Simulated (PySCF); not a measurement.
```xyz
4
charge 1 multiplicity 1, angstrom
Ce    0.0000    0.0000   -0.8130
I     2.5330    0.0000    0.2992
I    -1.2665    2.1937    0.2992
I    -1.2665   -2.1937    0.2992
```

These are results of PySCF, PBE0, basis Ce def2-SVP with ECP28, I def2-SVP with ECP28 (scalar-relativistic core potentials, no spin–orbit coupling, density fitting), not measurements.

This geometry of [CeI3]+ is a stationary point at this level.

(1) What is the point group?

(2) Is it a minimum?

(3) Which band is strongest in the infrared?

(4) What are the dipole moment and the gap between the highest occupied and lowest empty levels?

(5) Give the ideal-gas entropy at 298.15 K and 1 bar by parts.

Results:

(1) C3v.

(2) Yes: all harmonic wavenumbers are real, though the softest, 34 cm⁻¹, leaves little margin.

(3) 229 cm⁻¹ (e), 93 km/mol.

(4) 5.04 D about the centre of mass and 2.86 eV.

(5) translation 186.9, rotation 131.7, vibration 94.1, spin 0.0; total 412.7 J/(mol K).

Stability towards spin polarisation was not tested. Other isomers or separated fragments may lie lower.
